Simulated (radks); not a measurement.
Problem. The table gives one normalised radial function P(r) = r R(r) of Al12+ in 1s1 (r in bohr). Calculated with a radial shooting solver on a logarithmic mesh with Libxc functionals: non-relativistic Kohn-Sham, r2SCAN, spin-unpolarised, spherical densities, point nucleus; meta-GGA in the generalised Kohn-Sham scheme; without spin polarisation the odd electron is poorly described.

r             P
0.004819  0.4223
0.005221  0.4551
0.00561   0.4867
0.006078  0.5240
0.006531  0.5598
0.007075  0.6021
0.007604  0.6427
0.008237  0.6905
0.008852  0.7361
0.009589  0.7898
0.01031   0.8409
0.01116   0.9009
0.012     0.9577
0.013     1.0240
0.01397   1.0867
0.01513   1.1596
0.01626   1.2280
0.01761   1.3070
0.01893   1.3808
0.02034   1.4568
0.02204   1.5438
0.02368   1.6240
0.02565   1.7147
0.02757   1.7974
0.02986   1.8899
0.03209   1.9730
0.03477   2.0643
0.03736   2.1449
0.04047   2.2315
0.04349   2.3058
0.04712   2.3831
0.05063   2.4467
0.05485   2.5094
0.05895   2.5572
0.06386   2.5993
0.06862   2.6259
0.07434   2.6415
0.07989   2.6418
0.08654   2.6255
0.093     2.5951
0.09995   2.5492
0.1083    2.4797
0.1164    2.4004
0.126     2.2942
0.1355    2.1833
0.1467    2.0446
0.1577    1.9075
0.1708    1.7443
0.1836    1.5903
0.1989    1.4146
0.2137    1.2555
0.2315    1.0814
0.2488    0.9303
0.2695    0.7719
0.2896    0.6403
0.3138    0.5087
0.3372    0.4045
0.3653    0.3055
0.3925    0.2313
0.4252    0.1647
0.457     0.1178

Which n and l does it have? It may be an empty orbital.

Solution. n = 1, l = 0: the number of nodes gives n - l - 1 = 0, the rise at small r (about r^(l+1)) gives l, and the extent must fit the shell. The curve is that of 1s. 1s: eigenvalue -2196.6 eV, 0 radial nodes, <r> = 0.116 bohr, 90 % of the charge inside 0.206 bohr.
